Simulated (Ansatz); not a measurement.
`B[NH][AlH][O]C` → Al• + B• + C• + 7 H• + N• + O•  (atomization)

Computed with Ansatz on PBE0-D4/def2-TZVP structures; ΔE is electronic, products minus reactants. CCSD(T)/CBS adds triple-zeta CCSD(T) − MP2 to the extrapolated MP2 energy (def2 sets, frozen cores). This one scheme is used for every species, atoms too. Functionals use def2-TZVPP. No spin–orbit coupling; open shells (•) take unrestricted orbitals. Spin–orbit coupling would lower the free atoms: a little for Al, B, C, O. One conformer a species, not always the lowest.

| level | ΔE (kcal/mol) |
| --- | --- |
| PBE0-D4 | 1048.9 |
| MP2/CBS(def2) | 1068.2 |

Q: What does CCSD(T)/CBS give? (An estimate is asked.)

A: Ansatz gave: +1052.0 kcal/mol. The listed levels differ from it by -3.1, 16.2 kcal/mol.

Largest T1 diagnostic among the species: 0.018.

In def2-TZVPP, CCSD(T) changes the Hartree–Fock value by +251.1 kcal/mol (the triples alone add +14.0 kcal/mol) and MP2 by +267.3 kcal/mol; breaking electron pairs costs correlation energy, which Hartree–Fock lacks. The D4 term adds +8.1 kcal/mol with B3LYP and +4.3 kcal/mol with PBE0; it sums over pairs of atoms, weighted by their polarisabilities, and B3LYP, whose exchange is more repulsive, gets the larger term.

B3LYP here is the variant with VWN-RPA as its local correlation; programs differ in this.

For atomizations the MP2-based limit and the directly extrapolated one differ by several kJ/mol either way, and by 10 to 25 for some Ge, Se and Sn compounds, so smaller differences from it don't rank the levels.
